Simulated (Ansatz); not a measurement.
This geometry of H2O + H2O + H4Sn (11 atoms, charge 0, multiplicity 1) is a first-order saddle point.

All numbers below come from Ansatz, RKS r2SCAN/def2-SVP.

```xyz
11
Properties=species:S:1:pos:R:3
Sn -0.442 0.791 -1.143
H -0.632 0.877 0.865
H 0.077 0.187 -2.703
H -2.157 0.824 -1.221
H 0.379 2.298 -0.999
H 0.685 -0.989 0.840
O 0.415 -1.037 -0.399
H -0.059 0.276 1.475
O 0.658 -0.600 1.912
H 1.016 -1.448 -1.036
H 0.062 -1.180 2.410
```

**Question.** Which two structures does it join? (They come from a converged band through this point; their orientation in space is the band's.)

**Answer.** Bonds broken: Sn1–H2, H6–O7, H8–O9. Bonds formed: Sn1–O7, H2–H8, H6–O9. H2O + H2O + H4Sn becomes H2 + H2O + H4OSn.

First end point:

```xyz
11
Properties=species:S:1:pos:R:3
Sn -0.460 1.223 -1.174
H 0.179 1.303 0.423
H 0.718 0.711 -2.296
H -1.917 0.343 -1.216
H -0.833 2.867 -1.560
H 0.342 -1.475 0.481
O 0.196 -1.541 -0.486
H 0.643 0.052 1.930
O 0.486 -0.867 2.200
H 1.068 -1.769 -0.833
H -0.422 -0.846 2.532
```

Last end point:

```xyz
11
Properties=species:S:1:pos:R:3
Sn -0.557 0.341 -1.720
H 1.021 0.751 3.983
H -0.457 0.129 -3.434
H -2.152 0.033 -1.201
H 0.104 1.853 -1.289
H 0.426 -0.594 0.612
O 0.604 -1.180 -1.052
H 0.788 0.639 3.268
O -0.153 0.050 1.079
H 1.208 -1.513 -1.729
H -0.831 -0.509 1.482
```

**Question.** How far does it lie above each of them?

**Answer.** 1.19 eV above the first and 1.04 eV above the second. This is the barrier of this one path; another mechanism may lie lower. The orbitals stay closed-shell, which can raise the energy where a bond breaks towards radicals; this wasn't checked here.

Run time: 10 min on 2 threads of Arm Neoverse V1, on a shared host, peak memory 0.15 GiB.
